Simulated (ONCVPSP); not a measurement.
## Reading a pseudo-wave (magnesium (Mg))

Columns: radius, all-electron u(r) and pseudo u(r) of the 3s shell (level -4.77 eV) of magnesium in the configuration [Ne] 3s2; LDA (Perdew-Wang 92), non-relativistic, ONCV scheme, ONCVPSP 4.0.1.

```json
{"r (bohr)": "0.130", "all-electron": "0.0725", "pseudo": "0.0262"}
{"r (bohr)": "0.260", "all-electron": "-0.1225", "pseudo": "0.0536"}
{"r (bohr)": "0.390", "all-electron": "-0.2328", "pseudo": "0.0830"}
{"r (bohr)": "0.520", "all-electron": "-0.2424", "pseudo": "0.1147"}
{"r (bohr)": "0.650", "all-electron": "-0.1870", "pseudo": "0.1484"}
{"r (bohr)": "0.780", "all-electron": "-0.0986", "pseudo": "0.1835"}
{"r (bohr)": "0.910", "all-electron": "0.0023", "pseudo": "0.2194"}
{"r (bohr)": "1.040", "all-electron": "0.1034", "pseudo": "0.2555"}
{"r (bohr)": "1.170", "all-electron": "0.1981", "pseudo": "0.2921"}
{"r (bohr)": "1.300", "all-electron": "0.2829", "pseudo": "0.3294"}
{"r (bohr)": "1.430", "all-electron": "0.3564", "pseudo": "0.3680"}
{"r (bohr)": "1.560", "all-electron": "0.4185", "pseudo": "0.4081"}
{"r (bohr)": "1.690", "all-electron": "0.4698", "pseudo": "0.4491"}
{"r (bohr)": "1.820", "all-electron": "0.5109", "pseudo": "0.4893"}
{"r (bohr)": "1.950", "all-electron": "0.5429", "pseudo": "0.5262"}
{"r (bohr)": "2.080", "all-electron": "0.5665", "pseudo": "0.5571"}
{"r (bohr)": "2.210", "all-electron": "0.5829", "pseudo": "0.5795"}
{"r (bohr)": "2.340", "all-electron": "0.5928", "pseudo": "0.5923"}
{"r (bohr)": "2.470", "all-electron": "0.5971", "pseudo": "0.5971"}
{"r (bohr)": "2.600", "all-electron": "0.5965", "pseudo": "0.5965"}
{"r (bohr)": "2.730", "all-electron": "0.5919", "pseudo": "0.5919"}
{"r (bohr)": "2.860", "all-electron": "0.5837", "pseudo": "0.5837"}
{"r (bohr)": "2.990", "all-electron": "0.5727", "pseudo": "0.5726"}
{"r (bohr)": "3.120", "all-electron": "0.5592", "pseudo": "0.5592"}
{"r (bohr)": "3.250", "all-electron": "0.5439", "pseudo": "0.5439"}
{"r (bohr)": "3.380", "all-electron": "0.5270", "pseudo": "0.5271"}
```

How many radial nodes do the two functions have?

The all-electron 3s function has n − l − 1 = 2; the pseudo-wave has 0, since the states of the same l below it are removed with the core.

At about which radius was the pseudo-wave matched?

2.45 bohr, where the columns begin to agree (steps of 0.13 bohr).

Where does each function peak?

Outermost all-electron maximum near 2.47 bohr, pseudo maximum near 2.47 bohr (to the table’s step).

Is the pseudo-wave norm-conserving?

Yes: the ONCV scheme keeps the norm inside the radius equal to the all-electron one, which fixes the energy derivative of the logarithmic derivative at the level.
